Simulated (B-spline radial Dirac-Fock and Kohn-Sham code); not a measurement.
Levels of muonic ¹⁷⁹Hf

Nucleus: ¹⁷⁹Hf, Fermi distribution (skin thickness 2.3 fm), rms radius 5.3408 fm (measured, Angeli and Marinova 2013).

The run's input, task.json:

```json
{"items": [{
  "Z": 72,
  "q": 0,
  "cfg": [[1, 0, 2], [2, 0, 2], [2, 1, 6], [3, 0, 2], [3, 1, 6], [3, 2, 10], [4, 0, 2], [4, 1, 6], [4, 2, 10], [4, 3, 14], [5, 0, 2], [5, 1, 6], [5, 2, 2], [6, 0, 2]],
  "A": 179,
  "rrms": 5.3408,
  "do": "muonic",
  "nuclei": [[179, 178.945826, 5.3408, "measured", "fermi"]]
}]}
```

Run with: `python xray2_run.py task.json out`

Level of theory: the Dirac equation of a negative muon with reduced mass in the field of a spherical finite nucleus, with the Uehling potential to all orders; nuclear polarisation, deformation, hyperfine structure, self-energy, higher-order vacuum polarisation, relativistic recoil and electron screening are left out; an atomic code on a B-spline grid. For strongly deformed nuclei the low levels mix with nuclear rotations, which this model lacks.

```
level  binding (keV)  point nucleus, no QED (keV)  vacuum polarisation (keV)  ⟨r⟩ (fm)
1s1/2           8831                        15750                     57.061       8.7
2s1/2           2883                         4014                     15.230      26.7
2p1/2           3745                         4014                     24.532      17.3
2p3/2           3612                         3709                     22.606      18.1
3s1/2           1394                         1749                      5.723      55.5
3p1/2           1658                         1749                      8.006      43.3
3p3/2           1623                         1658                      7.590      44.3
3d3/2           1664                         1658                      7.374      35.9
3d5/2           1638                         1632                      6.995      36.8
```

Question: By how much does the finite nuclear size lower the 1s binding energy?

Answer: By 6975 keV, 44.29 % of the point-nucleus value (point value plus vacuum polarisation less the binding energy). The 1s orbit has ⟨r⟩ = 8.7 fm.

Values without a named source are computed, but for edge energies of neutral atoms, which are taken from tables.
